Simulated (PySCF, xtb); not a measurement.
CH4O3, SMILES OC(O)O. The values are those of a single conformer.

Harmonic wavenumbers (cm⁻¹) from GFN2-xTB (xtb) at its own minimum, in rising order: 169, 297, 407, 447, 525, 607, 967, 1032, 1060, 1187, 1198, 1277, 1343, 1351, 2820, 3498, 3553, 3557.

Task: What does r2SCAN-D4/def2-SVP (PySCF 2.14.0) give at its own minimum? (The exact figures need the calculation; the answer reports its results.)

Result: 212, 392, 401, 520, 591, 659, 1008, 1063, 1092, 1239, 1300, 1342, 1443, 1450, 2968, 3752, 3843, 3843. Paired by order, the mean absolute difference is 102 cm⁻¹ and the zero-point energies are 36.2 and 38.8 kcal/mol.
